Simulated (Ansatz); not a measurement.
`C[O][Sn]([O]C)([O]C)[O]C` + `[OH][Ge]([OH])([SiH3])[Cl]` → `C[O][Ge]([OH])([SiH3])[Cl]` + `C[O][Sn]([OH])([O]C)[O]C`  (substitution at a C–O bond)

Gas-phase electronic energies from Ansatz, PBE0-D4/def2-TZVP geometries. CCSD(T)/CBS adds triple-zeta CCSD(T) − MP2 to the extrapolated MP2 energy (def2 sets, frozen cores). Functionals use def2-TZVPP. B3LYP here is the variant with VWN-RPA as its local correlation; programs differ in this. def2 core potentials past Kr. For Ge, Sn outer-core shells are correlated without core-valence functions, which leaves a few kJ/mol of doubt a bond. Scalar relativity is left out up to krypton. Each species was taken in one conformer, which may not be the lowest.

(1) Is it downhill or uphill in electronic energy at CCSD(T)/CBS, and by how much? (An estimate is asked.)

(2) What do these levels give: PBE-D4, r2SCAN-D4, ωB97M-V, PBE, B3LYP, HF/def2-TZVPP, MP2/def2-TZVPP, SCS-MP2/def2-TZVPP, CCSD(T)/def2-TZVPP, HF/def2-QZVPP, HF/CBS(def2), MP2/CBS(def2)? (Estimate.)

Largest T1 diagnostic among the species: 0.014.

Results:

(1) Computed: Downhill: ΔE = -6.0 kJ/mol.

(2) Computed: PBE-D4 -4.8, r2SCAN-D4 -5.5, ωB97M-V -6.4, PBE -4.6, B3LYP -5.1, HF/def2-TZVPP -6.0, MP2/def2-TZVPP -6.7, SCS-MP2/def2-TZVPP -6.2, CCSD(T)/def2-TZVPP -6.4, HF/def2-QZVPP -5.8, HF/CBS(def2) -5.8, MP2/CBS(def2) -6.3 kJ/mol.
